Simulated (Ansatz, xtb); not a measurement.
# Two structures of C2H2GeSi

We compare a, a singlet given by its coordinates, with b, a singlet given by its coordinates. Both are isolated molecules in the gas phase, relaxed with B3LYP/6-31G*.

a (Å):

```xyz
6

C    -0.3264   -1.3230   -1.2121
C     0.7920   -2.1815   -1.2617
Ge    2.0610   -3.3310   -0.6664
Si    0.1895   -2.2067    0.5753
H    -1.2832   -1.6485   -1.6273
H    -0.1855   -0.2402   -1.2479
```

Close contacts (Å): C1–C2 1.41, C1–Si4 2.06, C2–Ge3 1.81, C2–Si4 1.93, Ge3–Si4 2.51, C1–H5 1.09, C1–H6 1.09.

b (Å):

```yaml
atoms:
  - { symbol: C, position_ang: [-0.2862, -1.4980, -0.4658] }
  - { symbol: C, position_ang: [0.4063, -2.5530, -1.0524] }
  - { symbol: Ge, position_ang: [1.1526, -0.2089, -0.6517] }
  - { symbol: Si, position_ang: [0.7157, -1.6477, -2.6275] }
  - { symbol: H, position_ang: [-1.2466, -1.5432, 0.0485] }
  - { symbol: H, position_ang: [0.4703, -3.5806, -0.6926] }
```

Close contacts (Å): C1–C2 1.39, C1–Ge3 1.94, C2–Si4 1.84, Ge3–Si4 2.48, C1–H5 1.09, C2–H6 1.09.

Which of the two would you expect CCSD(T)/def2-TZVP electronic energies to favour?

Structure a; the calculation gives E(b) − E(a) = +20.5 kJ/mol.

Level by level:

```csv
level,geometry,E(b) − E(a) (kJ/mol),departure from the last row (kJ/mol),"job, with rough time for the two"
GFN2-xTB,GFN2-xTB,−42.1,−62.6,"optimisation, 0.73 s"
HF/STO-3G,GFN2-xTB,−27.3,−47.8,"single point, 1.2 s"
r2SCAN-D4/def2-SVP,GFN2-xTB,+44.0,+23.5,"single point, 5.2 s"
B3LYP/6-31G*,B3LYP/6-31G*,+15.8,−4.7,"optimisation, 71 s"
HF/def2-TZVP,B3LYP/6-31G*,−5.2,−25.7,part of the CCSD(T) run
MP2/def2-TZVP,B3LYP/6-31G*,+42.8,+22.3,part of the CCSD(T) run
CCSD(T)/def2-TZVP,B3LYP/6-31G*,+20.5,,"single point, 1.7 min"
```

GFN2-xTB, HF/STO-3G, HF/def2-TZVP put the two in the other order. The largest departure from CCSD(T)/def2-TZVP is that of GFN2-xTB, 62.6 kJ/mol.

With harmonic frequencies from B3LYP/6-31G* (ideal gas, rigid rotor, one conformer each, 600 K, 1 atm): the zero-point term adds −2.1 kJ/mol; ΔH is +18.8 and ΔG +19.1 kJ/mol.

The T1 diagnostic of structure b is large, so the coupled-cluster value is less sure. The correlated steps freeze 16 core orbitals; the filled d shell of Ge is correlated, in a basis made for valence electrons. Mirror images aren't counted in ΔG. Codes used: Ansatz 0.2.0, xtb 6.7.1; the last row on 2 threads of Intel(R) Xeon(R) Processor @ 2.50GHz (Skylake/Cascade Lake) on a shared host.
